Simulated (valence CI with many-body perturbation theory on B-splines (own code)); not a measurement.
Which ion has this spectrum?

A relativistic CI+MBPT calculation for an atom or ion with 21 electrons gives these levels (cm⁻¹):

```csv
J,Parity,E,g
3/2,even,0,0.73
5/2,even,788088,1.05
3/2,even,842717,1.15
9/2,even,873099,1.02
7/2,even,878199,1.03
1/2,even,890986,1.78
5/2,even,1106656,1.21
7/2,even,1651389,1.12
9/2,even,1693187,1.12
3/2,even,1741729,1.09
1/2,even,1768084,1.53
11/2,even,1775343,1.08
5/2,even,1777674,1.31
7/2,even,1860845,1.08
```

The energies are calculated, and their last digits are not significant.

Task: Which is it?
A. Hg59+
B. Ir56+
C. Bi62+
D. Au58+

Result: A. Hg59+, ground level (3d3/2^3) J=3/2.
